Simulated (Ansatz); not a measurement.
CH$_{7}$ClOSi$_{2}$ (`[SiH3]O[SiH2]CCl`), 12 atoms. The species carries charge 0 and has multiplicity 1. All runs use 4 threads of an Arm Neoverse V1 on a shared host. Correlated methods freeze the cores.

Q: Give the basis size and wall time and peak host memory of each of these runs in Ansatz. RKS r2SCAN-D4/def2-TZVPP energy and forces; RKS CAM-B3LYP-D4/def2-TZVPP energy; RKS PBE0-D4/def2-QZVPP energy; RKS ωB97M-V/def2-SVP energy; direct RPA on PBE orbitals/def2-TZVPP energy; RKS PBE0-D4/def2-TZVP relaxation (14 steps); RKS r2SCAN0-D4/def2-TZVPP energy; RKS PBE0-D4/def2-SVP energy; RHF-CCSD(T)/def2-SVP energy; RKS PBE0-D4/def2-TZVP frequencies; RHF-MP2/def2-QZVPP energy; RHF-CCSD(T)/def2-TZVPP energy. (An estimate is asked.)

A: Ansatz gave: Other jobs shared the machine, so times are rough.

```json
{"level": "RKS PBE0-D4/def2-SVP", "job": "energy", "functions": "117", "wall time": "1.6 s", "peak host memory (GiB)": "0.25"}
{"level": "RKS CAM-B3LYP-D4/def2-TZVPP", "job": "energy", "functions": "286", "wall time": "5.5 s", "peak host memory (GiB)": "1"}
{"level": "RHF-CCSD(T)/def2-SVP", "job": "energy", "functions": "117", "wall time": "6.5 s", "peak host memory (GiB)": "0.56"}
{"level": "RKS r2SCAN-D4/def2-TZVPP", "job": "energy and forces", "functions": "286", "wall time": "7 s", "peak host memory (GiB)": "0.48"}
{"level": "RKS ωB97M-V/def2-SVP", "job": "energy", "functions": "117", "wall time": "7 s", "peak host memory (GiB)": "0.39"}
{"level": "direct RPA on PBE orbitals/def2-TZVPP", "job": "energy", "functions": "286", "wall time": "7.5 s", "peak host memory (GiB)": "0.74"}
{"level": "RKS r2SCAN0-D4/def2-TZVPP", "job": "energy", "functions": "286", "wall time": "8 s", "peak host memory (GiB)": "0.94"}
{"level": "RKS PBE0-D4/def2-QZVPP", "job": "energy", "functions": "534", "wall time": "14 s", "peak host memory (GiB)": "2.5"}
{"level": "RHF-MP2/def2-QZVPP", "job": "energy", "functions": "534", "wall time": "32 s", "peak host memory (GiB)": "3.8"}
{"level": "RKS PBE0-D4/def2-TZVP", "job": "relaxation (14 steps)", "functions": "215", "wall time": "65 s", "peak host memory (GiB)": "0.67"}
{"level": "RKS PBE0-D4/def2-TZVP", "job": "frequencies", "functions": "215", "wall time": "3.6 min", "peak host memory (GiB)": "0.71"}
{"level": "RHF-CCSD(T)/def2-TZVPP", "job": "energy", "functions": "286", "wall time": "4.4 min", "peak host memory (GiB)": "8"}
```
